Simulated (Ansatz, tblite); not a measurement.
Forces on Ga(PH3)Cl3 (GaPH3Cl3) at its r2SCAN-D4/def2-SVP geometry. The state is a singlet with charge 0.

The xTB rows come from tblite.

GFN1-xTB (tblite), largest force 0.91 eV/Å:

```xyz
8
positions Å, forces eV/Å
Ga    0.704    0.155    1.140   -0.048   -0.013   -0.070
P    -0.592   -0.127   -0.966   -0.013   -0.002   -0.025
H    -1.444    0.934   -1.357    0.375   -0.822   -0.111
H    -1.493   -1.218   -1.024    0.408    0.736   -0.348
H     0.136   -0.330   -2.164   -0.772    0.090    0.475
Cl   -0.920    0.513    2.520    0.281   -0.043   -0.126
Cl    1.939    1.848    0.612   -0.138   -0.237    0.147
Cl    1.670   -1.776    1.239   -0.093    0.291    0.058
```

GFN2-xTB (tblite), largest force 1.14 eV/Å:

```
Ga 0.468 0.101 0.767
P -0.592 -0.129 -0.962
H 0.343 -0.559 0.049
H 0.365 0.535 -0.115
H -0.463 0.080 0.461
Cl 0.413 -0.088 -0.330
Cl -0.304 -0.423 0.144
Cl -0.231 0.484 -0.013
```

r2SCAN-D4/def2-TZVP (Ansatz), largest force 0.23 eV/Å:

```
Ga -0.020 -0.006 -0.027
P -0.121 -0.027 -0.196
H 0.121 -0.147 0.051
H 0.123 0.154 0.007
H -0.103 0.026 0.166
Cl 0.104 -0.019 -0.059
Cl -0.062 -0.094 0.047
Cl -0.042 0.113 0.012
```
